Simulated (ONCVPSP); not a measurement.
## Configuration tests for Os (ONCV)

* Element: osmium
* Generator: ONCVPSP 4.0.1
* Type: optimised norm-conserving Vanderbilt (ONCV)
* Functional: LDA (Perdew-Wang 92)
* Relativity: scalar-relativistic
* Frozen core: [Kr] 4d10 4f14
* Valence charge: 16
* Reference configuration: 5s2 5p6 5d6 6s2
* Partial waves: 5s+6s: rc 1.40 bohr, ncon 3, nbas 7, qcut 9.2 1/bohr, 2 projectors; 5p: rc 1.30 bohr, ncon 4, nbas 9, qcut 6.7 1/bohr, 2 projectors, debl 0.5 Ha; 5d: rc 2.55 bohr, ncon 3, nbas 8, qcut 6.4 1/bohr, 1 projector; f scattering state at 0.44 Ha: rc 2.40 bohr, ncon 4, nbas 7, qcut 5.3 1/bohr, 1 projector
* Local potential: polynomial inside 1.20 bohr (lpopt 5, dvloc0 3 Ha)
* Core correction: Teter function, fcfact 1.75, rcfact 1.45

In the p channel the program set the typed energies aside and used -1.876, 0.250 Ha.

Energies are relative to the spin-unpolarised reference configuration 5s2 5p6 5d6 6s2; without spin polarisation the order of configurations can differ from experiment.

Task: Give the all-electron excitation energy and the error of the potential for: 5s2 5p6 5d6 6s1; 5s2 5p6 5d6 6s0; 5s2 5p6 5d5 6s0; 5s2 5p6 5d6 6s1 6p1.

Result:

| valence configuration | charge | ΔE all-electron (eV) | error AE − PS (meV) |
| --- | --- | --- | --- |
| 5s2 5p6 5d6 6s1 | +1 | 9.856 | -2.6 |
| 5s2 5p6 5d6 6s0 | +2 | 27.132 | -8.0 |
| 5s2 5p6 5d5 6s0 | +3 | 56.288 | -24 |
| 5s2 5p6 5d6 6s1 6p1 | 0 | 5.141 | -1.1 |
